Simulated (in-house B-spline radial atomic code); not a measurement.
Inner levels of zirconium as electrons are removed. A shift is the extra binding of the orbital against the neutral atom ([Kr] 4d3/2(2) 5s2). The density at the nucleus is averaged over the nuclear charge. Computed with a radial B-spline atomic code at the basis-set limit: Dirac-Hartree-Fock, jj configuration that fills j = l - 1/2 first, finite nuclei.

A number in brackets counts the electrons of a j subshell.

```
  ion                    configuration  shift of 2p1/2 (eV)  shift of 2s1/2 (eV)  shift of 3d3/2 (eV)  radius of 2p1/2 (bohr)  radius of 2s1/2 (bohr)  radius of 3d3/2 (bohr)  Σ<r²> (bohr²)  change of density at nucleus (bohr⁻³)
 Zr6+  [Ar] 3d10 4s2 4p1/2(2) 4p3/2(2)               84.945               84.765                82.94                  0.1387                 0.16188                 0.44714          14.68                                 17.993
 Zr7+  [Ar] 3d10 4s2 4p1/2(2) 4p3/2(1)               107.66                107.3               104.71                 0.13869                 0.16186                 0.44613         12.516                                 30.982
 Zr8+           [Ar] 3d10 4s2 4p1/2(2)               131.48               130.91               127.44                 0.13867                 0.16185                 0.44498         10.544                                 44.876
 Zr9+           [Ar] 3d10 4s2 4p1/2(1)               156.23               155.82               151.12                 0.13867                 0.16183                 0.44346         8.7685                                 58.335
Zr10+                    [Ar] 3d10 4s2                    ?                    ?                    ?                       ?                       ?                       ?              ?                                      ?
Zr11+                    [Ar] 3d10 4s1                    ?                    ?                    ?                       ?                       ?                       ?              ?                                      ?
Zr12+                        [Ar] 3d10               238.56               237.47               229.31                 0.13863                 0.16181                 0.43837         4.4405                                 -161.1
Zr13+           [Ar] 3d3/2(4) 3d5/2(5)                    ?                    ?                    ?                       ?                       ?                       ?              ?                                      ?
Zr14+           [Ar] 3d3/2(4) 3d5/2(4)               354.61               351.76               327.28                 0.13854                 0.16163                 0.41976         3.7187                                -97.908
Zr15+           [Ar] 3d3/2(4) 3d5/2(3)               416.25               412.36               378.81                 0.13848                 0.16153                 0.41121         3.3995                                -62.986
```

Fill in the row of Zr10+.

shift of 2p1/2 (eV): 182.04; shift of 2s1/2 (eV): 181.8; shift of 3d3/2 (eV): 175.72; radius of 2p1/2 (bohr): 0.13867; radius of 2s1/2 (bohr): 0.1618; radius of 3d3/2 (bohr): 0.44183; Σ<r²> (bohr²): 7.1383; change of density at nucleus (bohr⁻³): 72.572.

Fill in the row of Zr11+.

shift of 2p1/2 (eV): 209.84; shift of 2s1/2 (eV): 209.2; shift of 3d3/2 (eV): 202.13; radius of 2p1/2 (bohr): 0.13865; radius of 2s1/2 (bohr): 0.16181; radius of 3d3/2 (bohr): 0.44014; Σ<r²> (bohr²): 5.7442; change of density at nucleus (bohr⁻³): -38.749.

Fill in the row of Zr13+.

shift of 2p1/2 (eV): 295.37; shift of 2s1/2 (eV): 293.45; shift of 3d3/2 (eV): 277.44; radius of 2p1/2 (bohr): 0.13859; radius of 2s1/2 (bohr): 0.16173; radius of 3d3/2 (bohr): 0.42879; Σ<r²> (bohr²): 4.0645; change of density at nucleus (bohr⁻³): -130.62.
